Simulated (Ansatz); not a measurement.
`C[Se][AlH][F]` + H–F → `[F][AlH][F]` + `C[SeH]`  (ligand exchange at the Al–Se bond)

Gas-phase electronic energies from Ansatz, PBE0-D4/def2-TZVP geometries. CCSD(T)/CBS adds triple-zeta CCSD(T) − MP2 to the extrapolated MP2 energy (def2 sets, frozen cores). This one scheme is used for every species. DFT in def2-TZVPP. HSE06 is defined as in plane-wave codes. For Se outer-core shells are correlated without core-valence functions, which leaves a few kJ/mol of doubt a bond. Scalar relativity is left out up to krypton. Each species was taken in one conformer, which may not be the lowest.

`C[Se][AlH][F]`:

Cartesian coordinates in Å:
```
C 1.120 0.765 -0.464
Se 0.559 0.159 1.321
Al -1.337 -0.922 0.626
F -2.275 -1.670 1.755
H 2.108 0.356 -0.663
H 0.423 0.428 -1.229
H 1.158 1.851 -0.456
H -1.755 -0.966 -0.891
```

H–F:

Cartesian coordinates in Å:
```
F -0.154 0.347 -0.260
H 0.154 -0.347 0.260
```

`[F][AlH][F]`:

Z-matrix (Å, degrees):
```
Al
F 1 1.639
F 1 1.639 2 118.0
H 1 1.559 2 121.0 3 180.0
```

`C[SeH]`:

```xyz
6

C     0.052    0.442   -0.317
Se   -0.821   -0.688    1.010
H     1.035    0.752    0.032
H    -0.584    1.318   -0.429
H     0.124   -0.075   -1.271
H     0.194   -1.749    0.975
```

```
             level  ΔE (kJ/mol)
            PBE-D4        -61.2
         r2SCAN-D4        -71.2
      CAM-B3LYP-D4        -82.0
              PBE0        -64.4
             HSE06        -63.6
         CAM-B3LYP        -86.4
CCSD(T)/def2-TZVPP        -71.9
    MP2/def2-QZVPP        -68.5
```

(1) What does CCSD(T)/CBS give? (Estimate.)

Largest T1 diagnostic among the species: 0.013.

Results:

(1) The calculation gave: -67.8 kJ/mol. The listed levels differ from it by 6.6, -3.4, -14.2, 3.4, 4.2, -18.6, -4.1, -0.7 kJ/mol.

In def2-TZVPP, CCSD(T) changes the Hartree–Fock value by +13.9 kJ/mol (the triples alone add +3.4 kJ/mol) and MP2 by +16.1 kJ/mol. The D4 term adds +7.3 kJ/mol with B3LYP and +4.0 kJ/mol with PBE0; it sums over pairs of atoms, weighted by their polarisabilities, and B3LYP, whose exchange is more repulsive, gets the larger term.

B3LYP here is the variant with VWN-RPA as its local correlation; programs differ in this.
